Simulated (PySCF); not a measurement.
Species: C6H7ClN (charge +1).
SMILES with atom numbers: `[CH3:1][n+:2]1[cH:3][cH:4][cH:5][c:6]([Cl:7])[cH:8]1` (hydrogens: H9, H10, H11 on C1; H12 on C3; H13 on C4; H14 on C5; H15 on C8)

The same species was optimised twice, with GFN2-xTB and with PBE0-D3(BJ)/def2-SVP (PySCF), and the same property calculations (PySCF, gas phase) were run on both structures.

```
   coordinate  GFN2-xTB  PBE0-D3(BJ)/def2-SVP  change
    C1–N2 (Å)     1.446                 1.470  +0.024
    N2–C3 (Å)     1.335                 1.348  +0.013
    N2–C8 (Å)     1.336                 1.345  +0.009
    C4–C5 (Å)     1.384                 1.392  +0.008
   C6–Cl7 (Å)     1.706                 1.702  -0.004
    C5–C6 (Å)     1.399                 1.398  -0.001
    C3–C4 (Å)     1.384                 1.383  -0.001
    C6–C8 (Å)     1.391                 1.392  +0.001
 C1–N2–C3 (°)     120.5                 119.0    -1.5
 C1–N2–C8 (°)     118.7                 119.7    +1.0
 N2–C8–C6 (°)     121.3                 120.5    -0.8
 C5–C6–C8 (°)     118.5                 119.1    +0.6
Cl7–C6–C8 (°)     119.8                 119.3    -0.5
 C3–N2–C8 (°)     120.8                 121.3    +0.5
 N2–C3–C4 (°)     120.7                 120.4    -0.3
 C4–C5–C6 (°)     118.7                 118.9    +0.2
```

Rotational constants: A = 3437, B = 1224, C = 908.0 MHz (GFN2-xTB) against A = 3424, B = 1217, C = 902.9 MHz (PBE0-D3(BJ)/def2-SVP). Atoms that the bonding makes alike are paired by their places after alignment.

On the GFN2-xTB structure: lowest singlet, TDDFT (eV) 4.72 [PBE0/def2-SVPD]; lowest triplet, Tamm–Dancoff (eV) 3.56 [PBE0/def2-SVPD]; isotropic polarisability (au) 84.2 [PBE0/def2-SVPD]; HOMO (eV) -12.44 [PBE0/def2-SVPD]; LUMO (eV) -6.89 [PBE0/def2-SVPD]; HOMO (eV) -12.47 [PBE0/pcSseg-1]; LUMO (eV) -6.92 [PBE0/pcSseg-1]; GIAO shielding of C1 (ppm) 139.0 [PBE0/pcSseg-1]; GIAO shielding of N2 (ppm) 39.2 [PBE0/pcSseg-1]; GIAO shielding of C3 (ppm) 39.6 [PBE0/pcSseg-1]; GIAO shielding of C4 (ppm) 49.3 [PBE0/pcSseg-1]; GIAO shielding of C5 (ppm) 29.5 [PBE0/pcSseg-1]; GIAO shielding of C6 (ppm) 30.5 [PBE0/pcSseg-1]; GIAO shielding of Cl7 (ppm) 656.5 [PBE0/pcSseg-1]; GIAO shielding of C8 (ppm) 36.9 [PBE0/pcSseg-1].

What do these properties become on the PBE0-D3(BJ)/def2-SVP structure?

```json
{"property": "lowest singlet, TDDFT (eV)", "level": "PBE0/def2-SVPD", "on GFN2-xTB": "4.72", "on PBE0-D3(BJ)/def2-SVP": "4.68", "change": "-0.04"}
{"property": "lowest triplet, Tamm–Dancoff (eV)", "level": "PBE0/def2-SVPD", "on GFN2-xTB": "3.56", "on PBE0-D3(BJ)/def2-SVP": "3.49", "change": "-0.07"}
{"property": "isotropic polarisability (au)", "level": "PBE0/def2-SVPD", "on GFN2-xTB": "84.2", "on PBE0-D3(BJ)/def2-SVP": "85.1", "change": "+0.9"}
{"property": "HOMO (eV)", "level": "PBE0/def2-SVPD", "on GFN2-xTB": "-12.44", "on PBE0-D3(BJ)/def2-SVP": "-12.40", "change": "+0.04"}
{"property": "LUMO (eV)", "level": "PBE0/def2-SVPD", "on GFN2-xTB": "-6.89", "on PBE0-D3(BJ)/def2-SVP": "-6.91", "change": "-0.02"}
{"property": "energy, GFN2-xTB geometry as zero (kcal/mol)", "level": "PBE0/def2-SVPD", "on GFN2-xTB": "0.0", "on PBE0-D3(BJ)/def2-SVP": "-0.7", "change": "-0.7"}
{"property": "HOMO (eV)", "level": "PBE0/pcSseg-1", "on GFN2-xTB": "-12.47", "on PBE0-D3(BJ)/def2-SVP": "-12.43", "change": "+0.04"}
{"property": "LUMO (eV)", "level": "PBE0/pcSseg-1", "on GFN2-xTB": "-6.92", "on PBE0-D3(BJ)/def2-SVP": "-6.93", "change": "-0.01"}
{"property": "energy, GFN2-xTB geometry as zero (kcal/mol)", "level": "PBE0/pcSseg-1", "on GFN2-xTB": "0.0", "on PBE0-D3(BJ)/def2-SVP": "-0.5", "change": "-0.5"}
{"property": "GIAO shielding of C1 (ppm)", "level": "PBE0/pcSseg-1", "on GFN2-xTB": "139.0", "on PBE0-D3(BJ)/def2-SVP": "134.2", "change": "-4.8"}
{"property": "GIAO shielding of N2 (ppm)", "level": "PBE0/pcSseg-1", "on GFN2-xTB": "39.2", "on PBE0-D3(BJ)/def2-SVP": "32.1", "change": "-7.1"}
{"property": "GIAO shielding of C3 (ppm)", "level": "PBE0/pcSseg-1", "on GFN2-xTB": "39.6", "on PBE0-D3(BJ)/def2-SVP": "37.9", "change": "-1.7"}
{"property": "GIAO shielding of C4 (ppm)", "level": "PBE0/pcSseg-1", "on GFN2-xTB": "49.3", "on PBE0-D3(BJ)/def2-SVP": "48.4", "change": "-0.9"}
{"property": "GIAO shielding of C5 (ppm)", "level": "PBE0/pcSseg-1", "on GFN2-xTB": "29.5", "on PBE0-D3(BJ)/def2-SVP": "28.8", "change": "-0.7"}
{"property": "GIAO shielding of C6 (ppm)", "level": "PBE0/pcSseg-1", "on GFN2-xTB": "30.5", "on PBE0-D3(BJ)/def2-SVP": "31.7", "change": "+1.2"}
{"property": "GIAO shielding of Cl7 (ppm)", "level": "PBE0/pcSseg-1", "on GFN2-xTB": "656.5", "on PBE0-D3(BJ)/def2-SVP": "657.9", "change": "+1.4"}
{"property": "GIAO shielding of C8 (ppm)", "level": "PBE0/pcSseg-1", "on GFN2-xTB": "36.9", "on PBE0-D3(BJ)/def2-SVP": "34.1", "change": "-2.8"}
```

The heavy atoms differ by 0.013 Å rms after alignment. Among the bonds compared C1–N2 changes most (+0.024 Å). Changes are differences of the printed values. Neither structure is proved a minimum here. Geometry: PBE0-D3(BJ)/def2-SVP; no solvent, vibrations or thermal averaging.
